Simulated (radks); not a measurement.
Results of a calculation; reference values are marked as such.
Correlation energies from several functionals, in hartree. Species: Ca [Ar] 4s2; B3+ [He]; In2+ [Kr] 4d10 5s1; Tl2+ [Xe] 4f14 5d10 6s1. Level of theory: non-relativistic Kohn-Sham, PBE, spin-polarised, spherical densities, point nucleus (a radial shooting solver on a logarithmic mesh with Libxc functionals). Every spin shell is full or empty, so the densities are truly spherical. Functionals are evaluated on that one density, not self-consistently.

functional,Ca,B3+,In2+,Tl2+
PW92,-1.5764,-0.16252,-4.5663,-8.3462
PZ,-1.5739,-0.16183,-4.5638,-8.3526
Wigner,-1.0191,-0.10593,-2.5110,-4.2791
PBEsol,-0.90015,-0.059417,-2.8732,-5.4976
PW91,-0.84681,-0.055216,-2.7466,-5.2737
TPSS,-0.77939,-0.047363,-2.5413,-4.9123
SCAN,-0.77301,-0.042301,-2.5305,-4.9392
r2SCAN,-0.78040,-0.042301,-2.5444,-4.9532
B95,-0.91181,-0.060212,-3.0993,-6.1055
Tao-Mo,-0.71722,-0.032182,-2.4548,-4.8075
